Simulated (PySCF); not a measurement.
Molecule: C7H4Cl3F3Si, SMILES FC(F)(F)c1ccccc1[Si](Cl)(Cl)Cl. Atoms near the plane z = 0.0 Å, at the GFN2-xTB optimised geometry (x, y, z in Å): F1 (-1.4, -2.4, -0.8), C2 (-1.9, -1.5, 0.0), F4 (-3.2, -1.3, -0.4), C5 (-1.1, -0.2, 0.0), C6 (-1.9, 1.0, 0.0), C7 (-1.2, 2.2, 0.0), C8 (0.2, 2.2, 0.0), C9 (0.9, 1.0, 0.0), C10 (0.2, -0.2, 0.0), Si11 (1.4, -1.8, 0.0), Cl12 (3.2, -1.2, 0.5), H15 (-3.0, 1.0, 0.0), H16 (-1.8, 3.1, 0.0), H17 (0.7, 3.2, 0.0), H18 (2.0, 1.1, 0.0).

Calculation: PBE/def2-SVP (PySCF 2.14.0). Cells within 0.4 Å of a nucleus heavier than hydrogen are left out (blank, or x). The values are rescaled to run from 0 to 1.

```
|0000000000000000000000000|
|0000000000000000000000000|
|0000000130000341000000000|
|0000005997002999200000000|
|0000019999107999700000000|
|0000008999418999400000000|
|0000003999575997000000000|
|000000026xx9xx51000000000|
|0001563483382774798100000|
|00079996x84168x8999100000|
|00089994x42033x8995000000|
|0000599679546975830131000|
|000000017xx9xx61004775200|
|000255117xx9xx84148987400|
|0004886499556993477488510|
|00158x7xx620480x087388520|
|00048853x410125x367887510|
|0002530244300301034676300|
|0000000036401454211243000|
|0000000034102443100000000|
|0000000011004542100000000|
|0000000000003442000000000|
|0000000000001221000000000|
|0000000000000000000000000|
|0000000000000000000000000|
```
Scale: ten equal steps from 0.000 (start of '0') to 1.00 (end of '9'), in the order '0123456789'; x runs from -5.50 to 5.50, y from -5.50 (bottom) to 5.50 (top).

### Question
Which quantity is mapped?
A) deformation density (molecule minus spherical neutral atoms)
B) an orbital amplitude
C) electron localisation function
D) electrostatic potential

### Answer
C, electron localisation function
